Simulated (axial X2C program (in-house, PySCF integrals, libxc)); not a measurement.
LiRb⁺: from Re and ωe to a spectrum

A bond curve at the CCSD(T) level, 2c, was computed with an axial X2C code built on PySCF integrals (basis Rb dyall-cv3z [12s13p8d4f1g], Li dyall-cv3z [7s8p2d] (cores contracted in-house)) for the state Ω = 1/2 (⟨Sz⟩ = 0.50, ⟨Lz⟩ = 0.00 at HF). Its fit gives Re = 4.0582 Å, ωe = 137.8 cm⁻¹, ωexe = 0.901 cm⁻¹ and αe = 1.451e-03 cm⁻¹; the masses are 84.9118 and 7.0160 u. Two-component means X2C with spin–orbit coupling and atomic mean-field Coulomb and Gaunt terms.

Correlated methods: 9 electrons correlated (number of frozen shells: Rb 3 s, 2 p, 1 d; Li 1 s), 237 virtual spin orbitals or spinors in MP2, 76 natural virtuals in coupled cluster.

(1) Find the reduced mass, Be and the force constant.

(2) Where do the fundamental and the first overtone lie?

(3) A Morse curve ties αe to the other constants (Pekeris). How well does that hold?

(4) Estimate the centrifugal constant by the Kratzer relation.

(5) Estimate De from a Morse curve and compare with the computed well depth of 0.501 eV to Rb+ + Li.

The state is one determinant whose occupation by symmetry is held fixed; it was picked as the lowest of a PBE0 search that is not exhaustive. Dissociation energies refer to the lowest single-determinant-based atoms at the same level and basis. Coupled cluster ran in a truncated set of natural virtual spinors; the MP2 energy of the rest was added. (T) has no such correction and the atoms are truncated less, which lowers De at CCSD(T) by a hundredth of an eV or more. The levels of this run spread widely (ωe from 100 to 138 cm⁻¹), so these constants depend on the method.

Answers

(1) From the CCSD(T) values: μ = 6.4805 u. Be = 16.8576/(μ Re²) = 0.1579 cm⁻¹. k = 5.8918×10⁻⁷ μ ωe² = 0.0725 mdyn/Å.

(2) ν(1←0) = ωe − 2ωexe = 136.0 cm⁻¹; ν(2←0) = 2ωe − 6ωexe = 270.2 cm⁻¹.

(3) αe(Morse) = 6Be²/ωe × (√(ωexe/Be) − 1) = 1.508e-03 cm⁻¹; the CCSD(T) curve gives 1.451e-03 cm⁻¹, a ratio of 1.04.

(4) D = 4Be³/ωe² = 8.30e-07 cm⁻¹.

(5) De(Morse) = ωe²/(4ωexe) = 0.653 eV against 0.501 eV computed, a ratio of 1.30. The extrapolation overshoots: the well softens faster than a Morse curve, or the lowest atomic limit lies below the one to which the curve heads.
